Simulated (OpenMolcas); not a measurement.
OpenMolcas run: V2+

V2+ among 4 point charges of -0.65 e arranged as a tetrahedron (Td), 1.83 Å from the ion.

Input:

```
&GATEWAY
Coord
1

V 0.0 0.0 0.0
Basis=ANO-RCC-VTZP
Group=NoSym
NoMove
AngMom=0.0 0.0 0.0
AMFI
XField
4 Angstrom 0
1.056551 1.056551 1.056551 -0.650000
1.056551 -1.056551 -1.056551 -0.650000
-1.056551 1.056551 -1.056551 -0.650000
-1.056551 -1.056551 1.056551 -0.650000
&SEWARD
* reference wave functions (RASSCF and RASSI steps not shown): 3 electrons in 5 orbitals (3d)
>>> COPY JOB001 $Project.JobIph
&CASPT2
Multistate=10 1 2 3 4 5 6 7 8 9 10
NoMult
Frozen=5
IPEA=0.25
Imaginary=0.1
MaxIter=60
WThr=0.0 0.3 0.05
PrWF=0.5
NoMix
>>> COPY JOB002 $Project.JobIph
&CASPT2
Multistate=40 1 2 3 4 5 6 7 8 9 10 11 12 13 14 15 16 17 18 19 20 21 22
23 24 25 26 27 28 29 30 31 32 33 34 35 36 37 38 39 40
NoMult
Frozen=5
IPEA=0.25
Imaginary=0.1
MaxIter=60
WThr=0.0 0.3 0.05
PrWF=0.5
NoMix
```

Launched by
```bash
OMP_NUM_THREADS=1 MOLCAS_MEM=1689 MOLCAS_PROJECT=a pymolcas a.inp > a.log  # once for each step of the input, in one work folder
```

Output, cut to the results:

```
--- CASPT2 ---
Orbital specifications:
      -----------------------

      Symmetry species                           1
                                                 a
      Frozen orbitals                            5
      Inactive orbitals                          4
      Active orbitals                            5
      Secondary orbitals                        45
      Deleted orbitals                           0
      Number of basis functions                 59
Type of calculation                        SS-CASPT2
      Fock operator                              state-specific
      IPEA shift                                 0.25
      Real shift                                 0.00
      Imaginary shift                            0.10
      The input orbitals will be transformed to quasi-canonical
Reference energy:        -948.9346438342
      E2 (Non-variational):      -0.3330488004
      Shift correction:          -0.0001657794
      E2 (Variational):          -0.3332145798
      Total energy:            -949.2678584140
      Residual norm:              0.0000003761
      Reference weight:           0.94770
      Contributions to the CASPT2 correlation energy
      Active & Virtual Only:         -0.0224353526
      One Inactive Excited:          -0.1463913549
      Two Inactive Excited:          -0.1642220929
Reference energy:        -948.9346438342
      E2 (Non-variational):      -0.3326245476
      Shift correction:          -0.0001552361
      E2 (Variational):          -0.3327797838
      Total energy:            -949.2674236180
      Residual norm:              0.0000002972
      Reference weight:           0.94808
      Contributions to the CASPT2 correlation energy
      Active & Virtual Only:         -0.0222664096
      One Inactive Excited:          -0.1462398641
      Two Inactive Excited:          -0.1641182739
::    CASPT2 Root  1     Total energy:   -949.26785841
::    CASPT2 Root  2     Total energy:   -949.26742362
::    CASPT2 Root  3     Total energy:   -949.26818699
::    CASPT2 Root  4     Total energy:   -949.26145507
::    CASPT2 Root  5     Total energy:   -949.26257054
::    CASPT2 Root  6     Total energy:   -949.26147022
::    CASPT2 Root  7     Total energy:   -949.25262557
::    CASPT2 Root  8     Total energy:   -949.21069925
::    CASPT2 Root  9     Total energy:   -949.21090881
::    CASPT2 Root 10     Total energy:   -949.21081286
--- CASPT2 ---
Orbital specifications:
      -----------------------

      Symmetry species                           1
                                                 a
      Frozen orbitals                            5
      Inactive orbitals                          4
      Active orbitals                            5
      Secondary orbitals                        45
      Deleted orbitals                           0
      Number of basis functions                 59
Type of calculation                        SS-CASPT2
      Fock operator                              state-specific
      IPEA shift                                 0.25
      Real shift                                 0.00
      Imaginary shift                            0.10
      The input orbitals will be transformed to quasi-canonical
Reference energy:        -948.8674527134
      E2 (Non-variational):      -0.3448264618
      Shift correction:          -0.0003240678
      E2 (Variational):          -0.3451505296
      Total energy:            -949.2126032430
      Residual norm:              0.0000007108
      Reference weight:           0.94153
      Contributions to the CASPT2 correlation energy
      Active & Virtual Only:         -0.0300906437
      One Inactive Excited:          -0.1485083656
      Two Inactive Excited:          -0.1662274524
Reference energy:        -948.8674527134
      E2 (Non-variational):      -0.3448189433
      Shift correction:          -0.0003220890
      E2 (Variational):          -0.3451410323
      Total energy:            -949.2125937457
      Residual norm:              0.0000007282
      Reference weight:           0.94150
      Contributions to the CASPT2 correlation energy
      Active & Virtual Only:         -0.0301022978
      One Inactive Excited:          -0.1484908706
      Two Inactive Excited:          -0.1662257749
::    CASPT2 Root  1     Total energy:   -949.21260324
::    CASPT2 Root  2     Total energy:   -949.21259375
::    CASPT2 Root  3     Total energy:   -949.21505820
::    CASPT2 Root  4     Total energy:   -949.21504926
::    CASPT2 Root  5     Total energy:   -949.21465086
::    CASPT2 Root  6     Total energy:   -949.21271834
::    CASPT2 Root  7     Total energy:   -949.21285116
::    CASPT2 Root  8     Total energy:   -949.21273326
::    CASPT2 Root  9     Total energy:   -949.21151405
::    CASPT2 Root 10     Total energy:   -949.19795061
::    CASPT2 Root 11     Total energy:   -949.19813074
::    CASPT2 Root 12     Total energy:   -949.19765674
::    CASPT2 Root 13     Total energy:   -949.19120465
::    CASPT2 Root 14     Total energy:   -949.19115545
::    CASPT2 Root 15     Total energy:   -949.19128894
::    CASPT2 Root 16     Total energy:   -949.19208949
::    CASPT2 Root 17     Total energy:   -949.19214534
::    CASPT2 Root 18     Total energy:   -949.19205471
::    CASPT2 Root 19     Total energy:   -949.18924171
::    CASPT2 Root 20     Total energy:   -949.18932722
::    CASPT2 Root 21     Total energy:   -949.18486919
::    CASPT2 Root 22     Total energy:   -949.18489387
::    CASPT2 Root 23     Total energy:   -949.18501104
::    CASPT2 Root 24     Total energy:   -949.19081384
::    CASPT2 Root 25     Total energy:   -949.19079975
::    CASPT2 Root 26     Total energy:   -949.18834165
::    CASPT2 Root 27     Total energy:   -949.18835272
::    CASPT2 Root 28     Total energy:   -949.18831856
::    CASPT2 Root 29     Total energy:   -949.13992325
::    CASPT2 Root 30     Total energy:   -949.13991286
```

Spin-orbit levels above the lowest (labels of Td), with the averaged single-state CASPT2 energies on the diagonal:

```json
{"E (cm-1)": "0", "Degeneracy": "4", "Label": "Γ8", "2S+1": "4", "g": ""}
{"E (cm-1)": "35", "Degeneracy": "2", "Label": "Γ7", "2S+1": "4", "g": "1.31 1.31 1.31"}
{"E (cm-1)": "240", "Degeneracy": "4", "Label": "Γ8", "2S+1": "4", "g": ""}
{"E (cm-1)": "390", "Degeneracy": "2", "Label": "Γ6", "2S+1": "4", "g": "3.91 3.91 3.91"}
{"E (cm-1)": "1420", "Degeneracy": "2", "Label": "Γ7", "2S+1": "4", "g": "3.31 3.31 3.31"}
{"E (cm-1)": "1450", "Degeneracy": "4", "Label": "Γ8", "2S+1": "4", "g": ""}
{"E (cm-1)": "1540", "Degeneracy": "2", "Label": "Γ6", "2S+1": "4", "g": "1.91 1.91 1.91"}
{"E (cm-1)": "1570", "Degeneracy": "4", "Label": "Γ8", "2S+1": "4", "g": ""}
{"E (cm-1)": "3530", "Degeneracy": "4", "Label": "Γ8", "2S+1": "4", "g": ""}
{"E (cm-1)": "11660", "Degeneracy": "2", "Label": "Γ7", "2S+1": "2", "g": "2.57 2.57 2.57"}
{"E (cm-1)": "11800", "Degeneracy": "4", "Label": "Γ8", "2S+1": "2", "g": ""}
{"E (cm-1)": "12170", "Degeneracy": "2", "Label": "Γ6", "2S+1": "2", "g": "1.11 1.11 1.11"}
{"E (cm-1)": "12300", "Degeneracy": "4", "Label": "Γ8", "2S+1": "2", "g": ""}
{"E (cm-1)": "12330", "Degeneracy": "4", "Label": "Γ8", "2S+1": "2", "g": ""}
{"E (cm-1)": "12520", "Degeneracy": "2", "Label": "Γ6", "2S+1": "4 (74 %)", "g": "2.79 2.79 2.79"}
{"E (cm-1)": "12550", "Degeneracy": "2", "Label": "Γ6", "2S+1": "2 (74 %)", "g": "2.90 2.90 2.90"}
{"E (cm-1)": "12600", "Degeneracy": "4", "Label": "Γ8", "2S+1": "4", "g": ""}
{"E (cm-1)": "12780", "Degeneracy": "2", "Label": "Γ7", "2S+1": "4", "g": "2.66 2.66 2.66"}
{"E (cm-1)": "12780", "Degeneracy": "4", "Label": "Γ8", "2S+1": "4", "g": ""}
{"E (cm-1)": "15440", "Degeneracy": "2", "Label": "Γ6", "2S+1": "2", "g": "1.55 1.55 1.55"}
```

Roots that are degenerate in the reference are averaged as groups; the widest CASPT2 spread within a group is 240 cm-1 (the 3-fold group of multiplicity 4 near 1310 cm-1 above the lowest state of its run). Shifts and gaps below about the spread of the groups concerned are not significant. An orbital triplet at a regular site is open to Jahn-Teller coupling, which can distort the site and quench the lowest spin-orbit gaps and is left out. The ground term spreads over less than 5000 cm-1, several times less than with real ligands, so orbital moments are less quenched and χT lies further from the spin-only value than at real sites. Free-ion shares, where given, are those of the reference states; single-state CASPT2 does not remix them. This is an electrostatic model: the charges have no orbitals. No measured value stands beside these numbers.

The CASPT2 steps took 12 s on 1 thread of Arm Neoverse V2 (shared host); the integral step is not counted.
